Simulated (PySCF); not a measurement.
A made-up structure of BH₃Te, singlet:

```json
{"atom": "B1", "x (Å)": "-0.2768", "y (Å)": "-0.5357", "z (Å)": "0.3990"}
{"atom": "Te2", "x (Å)": "1.3051", "y (Å)": "0.6076", "z (Å)": "-0.3717"}
{"atom": "H3", "x (Å)": "2.8685", "y (Å)": "0.4284", "z (Å)": "0.2446"}
{"atom": "H4", "x (Å)": "0.0255", "y (Å)": "-1.4315", "z (Å)": "1.1232"}
{"atom": "H5", "x (Å)": "0.3620", "y (Å)": "1.6456", "z (Å)": "-1.2577"}
```

It is relaxed with PBE-D4/def2-SVP and then PBE0-D4/def2-TZVP (PySCF 2.14 with density fitting (its default auxiliary sets; JK sets also for MP2 and CCSD(T))). Atoms count as bonded within 1.22 times the sum of their covalent radii (H–H: 0.88 Å). The end point is not checked to be a true minimum.

Q: Does its bonding change? (A judgement: the text doesn't fix the answer.)

A: The calculation gives: No: no bond forms or breaks.

Where it ends: The first stage lowers the energy by 1.26 eV in 22 steps. It ends as BH₃Te ([BH][TeH2]):
B1  (-0.600, -0.389, 0.416)
Te2  (1.347, 0.023, -0.594)
H3  (2.897, 0.552, -0.050)
H4  (-0.405, -1.031, 1.429)
H5  (1.013, 1.574, -1.058)
(Å)

Labels in which every atom is bracketed show which atoms are joined, not bond orders.

For scale, one of the runs: PBE0-D4/def2-TZVP relaxation, 99 basis functions, launched by `OMP_NUM_THREADS=2 python run.py`. Hardware: 2 CPU threads of an AMD EPYC 7B13, shared host. Wall time 25 s; peak host memory 0.97 GiB.
